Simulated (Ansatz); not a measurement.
A nudged elastic band was laid between two geometries of ClFGe2H4 + H2 (10 atoms, charge 0, multiplicity 1).

Theory: RKS PBE0-D4/def2-mTZVP (Ansatz 0.2.0).

```json
{"movable images": "5", "climbing image": "yes", "spring": "5.0 eV/Å²", "optimiser": "quadratic models (default)", "start path": "through a guess of the saddle point", "force threshold": "0.03 eV/Å", "iteration limit": "60", "end points": "relaxed"}
```

Image 0:

```xyz
10
Properties=species:S:1:pos:R:3
Ge 0.471 -0.084 -0.213
F -0.069 0.506 1.340
H 1.989 -0.282 -0.068
Cl 0.188 1.560 -1.583
Ge -0.951 -1.936 -0.858
H -0.943 -2.988 0.260
H -2.365 -1.395 -1.092
H -0.382 -2.537 -2.151
H -3.270 -0.203 1.755
H -2.577 0.070 1.782
```

Image 6:

```xyz
10
Properties=species:S:1:pos:R:3
Ge -0.451 0.292 -0.362
F -0.973 -0.896 2.400
H 0.854 0.400 0.442
Cl -0.061 1.373 -2.222
Ge -1.057 -1.956 -1.015
H -1.339 -2.828 0.217
H -2.313 -1.887 -1.898
H 0.099 -2.561 -1.824
H -1.573 1.085 0.326
H -1.094 -0.312 3.110
```

Question: Which bonds break or form, and what moves?

Answer: Bonds broken: Ge1–F2, H9–H10. Bonds formed: Ge1–H9, F2–H10. ClFGe2H4 + H2 becomes ClGe2H5 + FH.

Question: What energy profile does the band end with?

Answer: The run converged. The highest image is number 3 of 0 to 6, 1.96 eV above the first end and 1.59 eV above the last; the last end lies 0.38 eV above the first. Neighbouring images differ by up to 1.7 eV, so the band resolves the path poorly. A vibrational analysis at the climbing image gives 2 clearly imaginary modes (1093i, 87i cm⁻¹): a point of higher order. A lower path may pass nearby, or the ends, which weren't checked, may share the extra mode. The orbitals stay closed-shell, which can raise the energy where a bond breaks towards radicals; this wasn't checked here.

```csv
image,path coordinate (Å),energy (eV),Ge1–F2 (Å),H9–H10 (Å),Ge1–H9 (Å)
0,0.00,0.00,1.75,0.75,4.23
1,1.70,0.02,1.75,0.74,3.75
2,3.40,0.26,1.75,0.74,3.11
3,5.10,1.96,2.05,0.91,1.83
4,6.01,0.58,2.72,1.57,1.57
5,6.92,0.40,2.98,2.51,1.54
6,7.83,0.38,3.05,3.15,1.54
```

Question: What is the geometry of the highest image?

Answer: 
```xyz
10
Properties=species:S:1:pos:R:3
Ge -0.281 -0.028 -0.017
F -0.328 -0.756 1.901
H 1.175 0.386 0.186
Cl -0.923 1.486 -1.510
Ge -1.167 -2.105 -0.899
H -1.744 -2.929 0.255
H -2.230 -1.763 -1.947
H 0.013 -2.838 -1.554
H -1.364 0.945 1.088
H -1.060 0.313 1.671
```

Run time: 3.3 min on 4 threads of Intel(R) Xeon(R) 6975P-C (Granite Rapids), on a shared host, peak memory 0.38 GiB.
